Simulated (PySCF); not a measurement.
An excited-state job on `B[C@@H]1CC=[C]([GaH2])O1`.

Computed with TDDFT CAM-B3LYP/def2-SVPD, vertical, gas phase, core orbitals frozen in the response (PySCF 2.14.0, density-fitted response routines). Geometry: GFN2-xTB. A driver script takes a list of jobs; this job's settings line and coordinates (Å) are shown.

Command:
```bash
OMP_NUM_THREADS=1 python probes_run.py task.json out
```

Input:
```
{"job": {"kind": "uv", "xc": "CAM-B3LYP", "basis": "def2-SVPD", "nstates": 8, "ntriplets": 3}, "charge": 0, "multiplicity": 1}
B     -1.706518     1.289925     0.494566
C     -0.880128     0.556128    -0.626101
C     -1.162623    -0.975783    -0.574514
C      0.221921    -1.549560    -0.399846
C      1.124764    -0.578433    -0.344430
Ga     2.881105     0.317421    -0.134207
O      0.557084     0.683116    -0.472224
H     -1.173040     1.690289     1.450846
H     -2.863188     1.367308     0.364209
H     -1.108691     0.930681    -1.632738
H     -1.642325    -1.335206    -1.487275
H     -1.803363    -1.246300     0.270232
H      0.403505    -2.605483    -0.328007
H      4.296866    -0.403073    -0.119353
H      2.850216     1.866959     0.011272
```

Output:
```
coarse grid: 58272 points
cycle   1  E = -2181.5375765083  dE =  4.736e-01  |g| = 7.015e-01  |ddm| = 6.477e+00
cycle   2  E = -2181.5054599275  dE =  3.212e-02  |g| = 8.775e-01  |ddm| = 3.125e+00
cycle   3  E = -2181.6195315087  dE = -1.141e-01  |g| = 1.090e-01  |ddm| = 1.522e+00
cycle   4  E = -2181.6213565245  dE = -1.825e-03  |g| = 6.214e-02  |ddm| = 2.537e-01
cycle   5  E = -2181.6220503352  dE = -6.938e-04  |g| = 6.922e-03  |ddm| = 1.095e-01
cycle   6  E = -2181.6220614672  dE = -1.113e-05  |g| = 3.128e-03  |ddm| = 2.497e-02
cycle   7  E = -2181.6220638878  dE = -2.421e-06  |g| = 6.082e-04  |ddm| = 6.145e-03
final grid: 123520 points
cycle   8  E = -2181.6220327449  dE = -3.521e-08  |g| = 7.264e-04  |ddm| = 8.343e-03
cycle   9  E = -2181.6220326421  dE =  1.028e-07  |g| = 9.908e-04  |ddm| = 2.775e-03
cycle  10  E = -2181.6220328707  dE = -2.286e-07  |g| = 8.042e-05  |ddm| = 1.495e-03
cycle  11  E = -2181.6220328720  dE = -1.294e-09  |g| = 2.523e-05  |ddm| = 1.466e-04
cycle  12  E = -2181.6220328722  dE = -2.092e-10  |g| = 6.159e-06  |ddm| = 8.760e-05
converged SCF energy = -2181.6220328722

Static polarisability (au): isotropic 91.555, principal 67.531 92.697 114.438

Singlet excitations
state   eV       nm        f      main configurations
  1   3.8816    319.4   0.01640   H->L 0.64, H->L+1 0.32
  2   4.0855    303.5   0.02114   H->L+1 0.63, H->L 0.34
  3   4.7618    260.4   0.00033   H-1->L 0.91
  4   5.4784    226.3   0.00258   H-2->L 0.91
  5   5.8320    212.6   0.01229   H->L+2 0.55, H->L+3 0.17, H->L+4 0.14
  6   6.0023    206.6   0.00283   H-5->L+1 0.27, H-1->L+1 0.27, H-3->L+1 0.21
  7   6.1114    202.9   0.00027   H-3->L+1 0.44, H-2->L+1 0.16
  8   6.3856    194.2   0.00758   H->L+3 0.33, H->L+2 0.24, H->L+4 0.18

Triplet excitations (Tamm-Dancoff, eV): 3.0688 3.8237 4.3543
```

The SCF starts on a coarse grid where the log names one; the energy can jump when the final grid takes over, and dE then counts from the start density on the new grid. H and L stand for HOMO and LUMO; the number after each pair is its weight.

**Question.** Give the mean polarisability as a volume in Å³, and the ratio of the largest to the smallest principal value.

**Answer.** 91.555 au × 0.148185 = 13.57 Å³; 114.438/67.531 = 1.69.

**Question.** How does the lowest singlet excitation compare with the HOMO–LUMO gap?

**Answer.** HOMO -7.54 eV and LUMO -0.77 eV give a gap of 6.77 eV; S1 at 3.88 eV lies 2.89 eV below it.

Main results: HOMO -7.54 eV, LUMO -0.77 eV; lowest singlet 3.88 eV; lowest triplet 3.07 eV (Tamm–Dancoff); mean polarisability 91.6 au.

 GFN2-xTB frequencies show an imaginary mode (88i cm⁻¹), so this geometry is no minimum at that level. Relativistic effects, spin–orbit coupling among them, are left out although an element past zinc is present.

On AMD EPYC 9R45, one thread, shared host with 96 logical CPUs at a one-minute load of 18, this took 23 s of wall time and 1.0 GiB of memory at its peak.

One conformer stands for the species.
Labels such as C1 count atoms from 1, the log's own numbers from 0.
